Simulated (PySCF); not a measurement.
Order these species by their calculated properties.

Each SMILES stands for a single optimised conformer of the isolated species, non-relativistic unless stated; the electronic structure was computed with PySCF and density fitting.

Dipoles, sizes and rotational constants follow the conformer. The torsions of the flexible species, by atom-mapped SMILES:
- `[F:1][C:2]([F:3])([F:4])[CH2:5][C@@H:6]1[CH2:7][C@@H:8]2[CH2:9][C@H:10]12`: F1–C2–C5–C6 -59°, C2–C5–C6–C7 -70°
- `[CH2:1]=[CH:2][c:3]1[cH:4][cH+:5]1`: C1–C2–C3–C4 1°
- `[CH3:1][NH:2][B:3]([CH3:4])[CH3:5]`: C1–N2–B3–C4 0°

The conformers of `CCCCOP1(=O)OCCO1` aren't listed.

(1) Rank by lowest triplet excitation (Tamm–Dancoff), lowest first (TDA wB97X-D/def2-SVPD at PBE0-D3(BJ)/def2-SVP geometries).
A. `CN1CC1`
B. `C1[C@H]([C@H]2C[C@@H]12)CC(F)(F)F`
C. `C=Cc1c[cH+]1`
D. `C#C[SiH2]Cl`

(2) By how much do the two ends of that ranking differ?

(3) Rank by HOMO–LUMO gap, lowest first (wB97X-D/def2-SVPD at PBE0-D3(BJ)/def2-SVP geometries).
A. `C(CCOP1(OCCO1)=O)C`
B. `C=Cc1c[cH+]1`
C. `CN1CC1`
D. `FC(F)(F)C[C@@H]1C[C@@H]2C[C@@H]21`
E. `BC1CCC1`

(4) Rank by static isotropic polarisability, lowest first (wB97X-D/def2-SVPD at PBE0-D3(BJ)/def2-SVP geometries).
A. `CN1CC1`
B. `CCCCOP1(=O)OCCO1`
C. `BC1CCC1`
D. `FC(F)(F)C[C@@H]1C[C@@H]2C[C@@H]21`
E. `C=Cc1c[cH+]1`

(5) By how much do the two ends of that ranking differ?

(6) Rank by electronic spatial extent ⟨r²⟩ about the centre of nuclear charge, highest first (wB97X-D/def2-SVPD at PBE0-D3(BJ)/def2-SVP geometries).
A. `C#C[SiH2]Cl`
B. `BC1CCC1`
C. `CN1CC1`
D. `CNB(C)C`
E. `C=CC1=C[CH+]1`
F. `FC(F)(F)C[C@@H]1C[C@@H]2C[C@@H]21`

(7) By how much do the two ends of that ranking differ?

(8) Rank by vertical ionisation energy, lowest first (ΔSCF wB97X-D/def2-SVPD at PBE0-D3(BJ)/def2-SVP geometries).
A. `c1([cH+]c1)C=C`
B. `FC(F)(F)C[C@@H]1C[C@@H]2C[C@@H]21`
C. `CN1CC1`
D. `C#C[SiH2]Cl`

(9) Rank by smallest rotational constant, highest first (PBE0-D3(BJ)/def2-SVP).
A. `C#C[SiH2]Cl`
B. `CC(=N)C`
C. `C1CN1C`
D. `C=Cc1c[cH+]1`
E. `FC(F)(F)C[C@@H]1C[C@@H]2C[C@@H]21`
F. `CNB(C)C`

(10) Give the two extremes of that set in cm⁻¹.

Results:

(1) C (3.47 eV), D (4.90 eV), A (6.91 eV), B (7.64 eV).

(2) By 4.17 eV, between `FC(F)(F)C[C@@H]1C[C@@H]2C[C@@H]21` and `C=Cc1c[cH+]1`.

(3) B (9.69 eV), E (10.72 eV), C (11.19 eV), D (11.95 eV), A (12.35 eV).

(4) A (44.8 au), E (51.0 au), C (61.0 au), D (78.6 au), B (103.8 au).

(5) By 59.0 au, between `CCCCOP1(=O)OCCO1` and `CN1CC1`.

(6) F (1594 bohr²), A (576 bohr²), D (561 bohr²), B (437 bohr²), E (396 bohr²), C (270 bohr²).

(7) By 1324 bohr², between `FC(F)(F)C[C@@H]1C[C@@H]2C[C@@H]21` and `CN1CC1`.

(8) C (9.04 eV), B (9.80 eV), D (10.86 eV), A (15.90 eV).

(9) C (6.144 GHz), B (4.818 GHz), D (3.038 GHz), F (2.435 GHz), A (1.990 GHz), E (0.725 GHz).

(10) `FC(F)(F)C[C@@H]1C[C@@H]2C[C@@H]21`: 0.0242 cm⁻¹; `CN1CC1`: 0.2049 cm⁻¹.
